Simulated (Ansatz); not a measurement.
Born–Oppenheimer molecular dynamics of Cl3FH2OTi (8 atoms, charge 0, multiplicity 1). It starts at the highest image of a converged band, a first-order saddle point between two minima.

The calculation used Ansatz, RKS B3LYP-D4/def2-SVP.

```
ensemble                      : NVE (velocity Verlet)
time step                     : 0.5 fs
steps asked                   : 200
starting velocities drawn for : 300 K
seed                          : 5117
```

First frame:

```xyz
8
Properties=species:S:1:pos:R:3
Ti -0.353 0.069 -0.168
F -0.320 0.796 1.781
Cl 1.714 -0.598 0.018
Cl -0.483 2.029 -1.098
Cl -1.078 -1.283 -1.749
O -1.845 -0.496 0.962
H -2.402 -1.283 0.927
H -1.247 0.137 1.814
```

Problem. How far do the bonds stretch over the last three quarters of this one trajectory? (Pairs bonded in most of those frames.)

Solution. 
```tsv
bond	mean (Å)	spread (Å)	shortest	longest
Ti1–F2	2.552	0.285	2.09	3.05
Ti1–Cl3	2.182	0.030	2.14	2.23
Ti1–Cl4	2.196	0.033	2.13	2.24
Ti1–Cl5	2.197	0.030	2.16	2.24
Ti1–O6	1.822	0.035	1.76	1.90
F2–H8	0.952	0.021	0.92	1.01
O6–H7	0.969	0.018	0.94	1.00
```

Mean temperature of the second half: 385 K. The conserved energy stayed within 0.094 meV per atom of its start (net change 0.0094 meV per atom), so the integration is sound. A run of 0.1 ps of so small a system gives no equilibrium averages. The orbitals stay closed-shell, which can raise the energy where a bond breaks towards radicals; this wasn't checked here.

Run time: 11 min on 4 threads of Arm Neoverse V1, with other jobs on the host, peak memory 0.37 GiB.
